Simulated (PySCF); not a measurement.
## Electron correlation in P (phosphorus, neutral)

[Ne] 3s2 3p3, high-spin 4S determinant. All numbers are calculated (PySCF 2.14, the non-relativistic Hamiltonian (point nucleus), in aug-cc-pV(D+d)Z). Frozen: [Ne]; 5 electrons correlated.

MP2 pair energies summed by pair of shells (mhartree):

```tsv
pair	energy	share (%)
3s-3p	-43.04	63.2
3p-3p	-16.51	24.2
3s-3s	-8.55	12.6
```

Total MP2 correlation energy: -68.10 mhartree.

Same-spin part -19.23 and opposite-spin part -48.87 mhartree; SCS-MP2 scales them by 1/3 and 6/5 to -65.06 mhartree.

```json
{"level": "CCSD", "correlation energy (mhartree)": "-87.23"}
{"level": "(T)", "correlation energy (mhartree)": "-1.70"}
{"level": "CCSD(T)", "correlation energy (mhartree)": "-88.93"}
```

Diagnostics: T1 = 0.0027, D1 = 0.0055, largest double amplitude 0.044.

Cost of the coupled-cluster step: 0.21 s of wall time on 1 thread of Neoverse-V2 (shared host), for 5 correlated electrons.

Iterations:

```
CC2 = 0
CCSD nocc = (np.int64(4), np.int64(1)), nmo = (27, 27)
frozen orbitals [[0, 1, 2, 3, 4], [0, 1, 2, 3, 4]]
max_cycle = 100
direct = 0
conv_tol = 1e-08
conv_tol_normt = 1e-06
diis_space = 8
diis_start_cycle = 0
Init t2, MP2 energy = -0.0681028213731489
Init E_corr(UCCSD) = -0.0681028213733664
cycle = 1  E_corr(UCCSD) = -0.0828147219714775  dE = -0.0147119006  norm(t1,t2) = 0.0470072
cycle = 2  E_corr(UCCSD) = -0.0860124892132079  dE = -0.00319776724  norm(t1,t2) = 0.0135826
cycle = 3  E_corr(UCCSD) = -0.087257544632089  dE = -0.00124505542  norm(t1,t2) = 0.00510669
cycle = 4  E_corr(UCCSD) = -0.08723361318951  dE = 2.39314426e-05  norm(t1,t2) = 0.000876852
cycle = 5  E_corr(UCCSD) = -0.0872351125488891  dE = -1.49935938e-06  norm(t1,t2) = 0.000132808
cycle = 6  E_corr(UCCSD) = -0.0872339304635708  dE = 1.18208532e-06  norm(t1,t2) = 3.46056e-05
cycle = 7  E_corr(UCCSD) = -0.0872348154432077  dE = -8.84979637e-07  norm(t1,t2) = 7.31606e-06
cycle = 8  E_corr(UCCSD) = -0.0872345061821405  dE = 3.09261067e-07  norm(t1,t2) = 1.28744e-06
cycle = 9  E_corr(UCCSD) = -0.0872345310539391  dE = -2.48717987e-08  norm(t1,t2) = 2.0748e-07
cycle = 10  E_corr(UCCSD) = -0.0872345340691245  dE = -3.01518532e-09  norm(t1,t2) = 5.2372e-08
UCCSD converged
E(UCCSD) = -340.7971920783452  E_corr = -0.08723453406912446
UCCSD(T) correction = -0.0016966465813746
```
